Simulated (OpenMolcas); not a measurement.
V2+ (d3) among equal point charges was computed by CASSCF with the d shell active (OpenMolcas, ANO-RCC-VTZP on the metal). Its lowest spin-free states, and all those of the highest spin:

```
2S+1  Degeneracy  E (cm-1)
   4           1       0.0
   4           1      2297
   4           2      2531
   4           1      4375
   4           2      4547
   2           1     16007
   2           1     16113
   2           1     16376
   2           2     16454
   2           1     16996
   4           2     17345
   2           1     17978
   4           1     18429
```

Is the site octahedral, tetrahedral or cube-like, axial, or of lower symmetry?

The states with 2S+1 = 4 have orbital degeneracies 1, 1, 2, 1, 2, 2, 1. There are pairs but no triples, so the site is axial: not cubic, but with a proper or improper axis of order three or more. The run had V2+ among 6 point charges of -1 e arranged as a tetragonal octahedron (D4h), 2.28 Å from the ion, with the axial distance 2.143 Å.

Without dynamic correlation the repulsion within the d shell is too large (B by tens of per cent), so at a given field states of lower spin stand too high. The ground term spreads over less than 5000 cm-1, several times less than with real ligands, so orbital moments are less quenched and χT lies further from the spin-only value than at real sites. Point charges carry no covalency, so the field is a model and not that of real ligands. No measured value stands beside these numbers.
